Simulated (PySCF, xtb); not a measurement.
ClF₃HNW, SMILES [NH]=[W]([F])([F])([F])[Cl], multiplicity 1.

Harmonic wavenumbers (cm⁻¹) from GFN2-xTB (xtb) at its own minimum, in rising order: 74, 164, 175, 204, 208, 239, 290, 308, 373, 408, 426, 616, 629, 918, 3343.

Task: What does B3LYP-D3(BJ)/def2-SVP (PySCF) give at its own minimum? (Estimate from the structure and the level; the computed values follow.)

Result: 99, 183, 211, 231, 260, 286, 313, 383, 506, 549, 649, 692, 702, 1090, 3652. Paired by order, the mean absolute difference is 95 cm⁻¹ and the zero-point energies are 12.0 and 14.0 kcal/mol.
